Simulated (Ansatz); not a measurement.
Species: SiNH3Cl, charge 0, doublet. SiNH3Cl (SMILES [NH][SiH2]Cl, doublet).
B3LYP-D3(BJ)/def2-TZVP minimum from Ansatz (a first-principles code):
```xyz
6

N     -1.7582     0.4182    -0.4179
Si    -0.0724     0.1209    -0.7373
Cl     0.8806    -0.3272     1.0268
H     -2.2918     0.6482    -1.2610
H      0.5621     1.3322    -1.3034
H      0.0795    -1.0382    -1.6448
```
Charge 0, spin multiplicity 2.

Property: atomisation energy (electronic, to ground-state atoms), in kcal/mol. Radicals and triplets start from unrestricted determinants; spin-orbit coupling is neglected. CBS(X,Y): correlation extrapolated as X^-3, Hartree-Fock from the larger set. A bracket is a step between two methods taken in the basis named. Functionals run without relativity, which enters their misses. 'core' is core correlation in cc-pwCVTZ (1s frozen past Ne), 'X2C' scalar relativity in cc-pVTZ-DK, both at CCSD(T). Where a partner has so few electrons that a lower coupled-cluster level is exact, that level stands in.

CCSD(T)/CBS(cc-pV(T+d)Z,cc-pV(Q+d)Z) + [CCSDT(Q) - CCSD(T)]/cc-pV(D+d)Z + core + X2C (Ansatz) gives 418.3 kcal/mol.

Task: How far off this value is PBE/def2-TZVPD (Ansatz), in which direction, and which of these levels come nearer: PBE0/def2-TZVPD, wB97M-V/def2-TZVPD, CCSD(T)/CBS(cc-pV(T+d)Z,cc-pV(Q+d)Z) + core + X2C?

Result: PBE gives 420.0 kcal/mol, 1.7 kcal/mol above it. Differences of the others: PBE0/def2-TZVPD (Ansatz) -4.7; wB97M-V/def2-TZVPD (Ansatz) 2.0; CCSD(T)/CBS(cc-pV(T+d)Z,cc-pV(Q+d)Z) + core + X2C (Ansatz) -0.5 kcal/mol. Nearer than PBE: CCSD(T)/CBS(cc-pV(T+d)Z,cc-pV(Q+d)Z) + core + X2C.
